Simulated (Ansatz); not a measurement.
(4-phenylthiophenyl)diphenylsulfonium (C24H19S2⁺), relaxed as a singlet with RKS PBE-D4/def2-SVP in Ansatz, starting from the GFN2-xTB geometry. Force threshold 0.03 eV/Å.

Single mean-field runs in def2-SVP are fitted with def2-universal-jkfit.

Start:

```csv
atom,x (Å),y (Å),z (Å)
C1,3.325,-5.041,0.321
C2,2.263,-5.795,-0.151
C3,1.389,-5.257,-1.081
C4,1.589,-3.962,-1.532
S5,0.500,-3.320,-2.798
C6,-0.112,-1.835,-2.114
C7,0.026,-1.482,-0.769
C8,-0.479,-0.286,-0.308
C9,-1.145,0.561,-1.184
S10,-1.755,2.172,-0.677
C11,-0.177,2.978,-0.298
C12,0.296,3.852,-1.265
C13,1.539,4.439,-1.093
C14,2.290,4.153,0.035
C15,1.793,3.295,1.004
C16,0.554,2.699,0.845
C17,-2.455,1.850,0.955
C18,-3.096,0.646,1.198
C19,-3.672,0.433,2.439
C20,-3.621,1.420,3.411
C21,-3.005,2.632,3.142
C22,-2.426,2.859,1.905
C23,-1.322,0.210,-2.519
C24,-0.808,-0.981,-2.978
C25,2.659,-3.206,-1.076
C26,3.520,-3.749,-0.140
H27,4.006,-5.463,1.043
H28,2.113,-6.804,0.201
H29,0.561,-5.835,-1.460
H30,0.528,-2.145,-0.081
H31,-0.362,-0.030,0.734
H32,-0.298,4.069,-2.139
H33,1.918,5.117,-1.841
H34,3.260,4.605,0.164
H35,2.370,3.083,1.890
H36,0.168,2.044,1.610
H37,-3.145,-0.117,0.437
H38,-4.164,-0.505,2.640
H39,-4.070,1.248,4.377
H40,-2.979,3.408,3.891
H41,-1.955,3.806,1.689
H42,-1.854,0.870,-3.187
H43,-0.934,-1.267,-4.010
H44,2.816,-2.205,-1.451
H45,4.353,-3.165,0.221
```

Estimate the energy that the relaxation releases and the steps that it takes.

52.6 kJ/mol, in 28 steps; 66 s on 2 threads of AMD EPYC 7R13 on a shared host and a share (18 GiB) of an NVIDIA H100 80GB HBM3. The force fell under the threshold at step 26, but the optimiser went on. No frequencies were taken in this run, so the end may be a saddle point.

Does the start keep its bonding and symmetry?

By distances, no bond broke or formed. The bond that changes most is C3–C4, from 1.39 to 1.41 Å (atoms count from 1).

Predict the relaxed structure.


```
atom   x (Å)   y (Å)   z (Å)
  C1   3.680  -5.079  -0.235
  C2   2.383  -5.283   0.265
  C3   1.270  -4.829  -0.459
  C4   1.466  -4.161  -1.683
  S5   0.048  -3.634  -2.642
  C6  -0.280  -2.021  -2.018
  C7   0.498  -1.382  -1.022
  C8   0.169  -0.098  -0.583
  C9  -0.945   0.556  -1.142
 S10  -1.457   2.185  -0.635
 C11   0.040   2.957   0.005
 C12   0.847   3.601  -0.949
 C13   2.033   4.212  -0.517
 C14   2.386   4.185   0.843
 C15   1.557   3.547   1.780
 C16   0.369   2.923   1.369
 C17  -2.492   1.949   0.822
 C18  -2.512   0.736   1.527
 C19  -3.355   0.630   2.643
 C20  -4.156   1.716   3.034
 C21  -4.128   2.918   2.308
 C22  -3.298   3.043   1.185
 C23  -1.722  -0.054  -2.149
 C24  -1.391  -1.338  -2.576
 C25   2.764  -3.960  -2.193
 C26   3.870  -4.420  -1.462
 H27   4.551  -5.444   0.332
 H28   2.235  -5.809   1.221
 H29   0.248  -4.995  -0.085
 H30   1.370  -1.897  -0.594
 H31   0.786   0.395   0.183
 H32   0.558   3.626  -2.010
 H33   2.678   4.722  -1.249
 H34   3.313   4.674   1.176
 H35   1.833   3.535   2.846
 H36  -0.289   2.430   2.100
 H37  -1.891  -0.114   1.205
 H38  -3.389  -0.314   3.208
 H39  -4.816   1.621   3.909
 H40  -4.764   3.764   2.609
 H41  -3.277   3.978   0.603
 H42  -2.581   0.471  -2.593
 H43  -1.994  -1.822  -3.360
 H44   2.899  -3.452  -3.160
 H45   4.886  -4.271  -1.857
```
Bond lengths: 24 × C–C 1.39 to 1.42 Å; 5 × C–S 1.76 to 1.80 Å; 19 × C–H 1.10 Å.
